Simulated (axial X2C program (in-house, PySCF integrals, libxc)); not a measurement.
# Potential curves of NaNi, two-component

All values were computed with an axial X2C code built on PySCF integrals. Two-component (2c) means X2C with spin–orbit coupling and atomic mean-field two-electron Coulomb and Gaunt terms. Basis: Ni dyall-cv3z [9s9p6d3f2g], Na dyall-cv3z [9s8p5d2f] (cores contracted in-house); Gaussian nuclei, density fitting, unrestricted open shells. Masses: Ni 57.935 u, Na 22.990 u.

State: Ω = 1/2 (⟨Sz⟩ = 0.27, ⟨Lz⟩ = 0.23 at HF). Energies in cm⁻¹ from the lowest point of each curve. Fits are polynomials in 1 − R0/R over 0.85 to 1.23 times the lowest point R0.

```csv
R (Å),HF,CCSD
2.2933,3317,
2.3988,2041,707
2.4778,1351,270
2.5569,842,47
2.6360,481,0
2.7283,208,125
2.8205,59,407
2.9391,0,955
3.0841,64,
3.2950,298,
```

Correlated methods: 11 electrons correlated (number of frozen shells: Ni 3 s, 2 p; Na 2 s, 1 p), 271 virtual spin orbitals or spinors in MP2, 90 natural virtuals in coupled cluster.

One determinant describes the state; a PBE0 search over occupations chose it and may have missed a lower one. CCSD ran in a truncated set of natural virtual spinors with an MP2 remainder; without triples it tends to underbind. PBE0 can misorder states that lie within some tenths of an eV, so this need not be the ground state of the molecule. The nearest other 2c determinant of the search, Ω = 5/2, lies 0.01 eV up at the distance of the search. The determinant is spin-polarised beyond a pure state at some levels (its spin-free form has ⟨S²⟩ too high), which makes Re and μ there less reliable. The T1 diagnostic is large, a sign of multireference character. Coupled cluster ran on the points near the minimum only. MP2 and coupled cluster on one determinant become unreliable at the stretched end.

(1) Fit the HF curve near its minimum: give the equilibrium distance and the harmonic wavenumber.

(2) Fit the CCSD curve near its minimum: give the equilibrium distance and the harmonic wavenumber.

## Answers

(1) At HF, 2c: Re = 2.939 Å, ωe ≈ 122 cm⁻¹; Be follows as 0.119 cm⁻¹.

(2) At CCSD, 2c: Re = 2.620 Å, ωe ≈ 221 cm⁻¹; Be follows as 0.149 cm⁻¹.
